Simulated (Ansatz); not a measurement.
C3H10FNSn (`C[N](C)[SnH]([CH3])[F]`). Total charge 0; spin multiplicity 1. Sn takes the def2 core potential.

Z-matrix (Å, degrees):
```
C
N 1 1.442
H 1 1.099 2 110.3
H 1 1.101 2 113.1 3 -120.1
H 1 1.093 2 111.0 3 118.7
C 2 1.442 1 112.9 3 59.7
Sn 2 2.002 1 120.2 3 -149.0
H 6 1.099 2 110.3 1 -59.9
H 6 1.093 2 110.9 1 -178.7
H 6 1.101 2 113.0 1 60.2
C 7 2.119 2 110.4 1 38.3
F 7 1.943 2 108.7 1 -75.1
H 7 1.703 2 108.0 1 172.7
H 11 1.090 7 110.3 2 49.2
H 11 1.090 7 108.8 2 -71.2
H 11 1.089 7 109.7 2 169.7
```

Task: List the harmonic frequencies (cm⁻¹, unscaled) at PBE0-D4/def2-TZVP in Ansatz. (Estimate.)

Result: Computed: 50, 63, 88, 120, 147, 188, 236, 250, 272, 307, 537, 539, 557, 577, 595, 771, 776, 1001, 1092, 1119, 1160, 1229, 1236, 1289, 1441, 1450, 1452, 1467, 1468, 1476, 1501, 1517, 1963, 2972, 2975, 3018, 3027, 3074, 3099, 3100, 3173, 3174.

Task: Is this a minimum?

Result: Yes, all 42 modes are real.

Task: Give the ideal-gas thermochemistry at 298.15 K and 1 bar (rigid rotor, harmonic oscillator; point group C1, symmetry number 1).

Result: Zero-point energy 332.2 kJ/mol; H(298) − E = 361.8 kJ/mol; entropy 423.6 J/(mol·K), of which translation 174.8, rotation 118.9, vibration 129.8; G(298) − E = 235.5 kJ/mol. Modes under 100 cm⁻¹ are hindered rotations or soft bends, so the harmonic entropy is rough.
